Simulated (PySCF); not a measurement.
Vertical excitations of a molecule C₅H₉N from TDDFT-PBE/def2-SVPD run with PySCF 2.14.0, as energy in eV (oscillator strength): 4.37 (0.003), 4.53 (0.006), 5.34 (0.006), 5.59 (0.001), 5.63 (0.011), 5.97 (0.000), 6.20 (0.021), 6.45 (0.017), 6.46 (0.017), 6.55 (0.021). Lowest triplet (TDA): 4.32 eV. The structure is a stationary point at PBE0-D3(BJ)/def2-SVP. Other conformers were not sampled.

**Question.** Identify the compound among the candidates.
A. C[C@@H]1C=CN1C
B. C=C=CCNC
C. CN=C1CCC1
D. C=CN1CCC1

**Answer.** B, C=C=CCNC
